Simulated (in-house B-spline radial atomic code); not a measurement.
Orbital energies and mean radii along the 15-electron series, configuration [Ne] 3s2 3p3. The effective charge is n√(-2ε), a non-relativistic measure. Computed with a B-spline radial code for spherical atoms: non-relativistic Hartree-Fock, average of the configuration, point nuclei.

| ion | Z | energy of 2p (Eh) | mean radius of 2p (bohr) | energy of 2s (Eh) | mean radius of 2s (bohr) | effective charge of 2p |
| --- | --- | --- | --- | --- | --- | --- |
| Sc6+ | 21 | -19.611 | 0.30619 | -23.02 | 0.34178 | 12.526 |
| Ti7+ | 22 | -22.88 | 0.28854 | -26.508 | 0.32351 | 13.529 |
| V8+ | 23 | -26.403 | 0.2728 | -30.25 | 0.30708 | 14.533 |
| Cr9+ | 24 | -30.178 | 0.2587 | -34.244 | 0.29223 | 15.538 |
| Mn10+ | 25 | -34.205 | 0.24597 | -38.491 | 0.27873 | 16.542 |

Q: How does the screening of 2p change?

A: Z less the effective charge goes from 8.47 at Z = 21 to 8.46 at Z = 25.
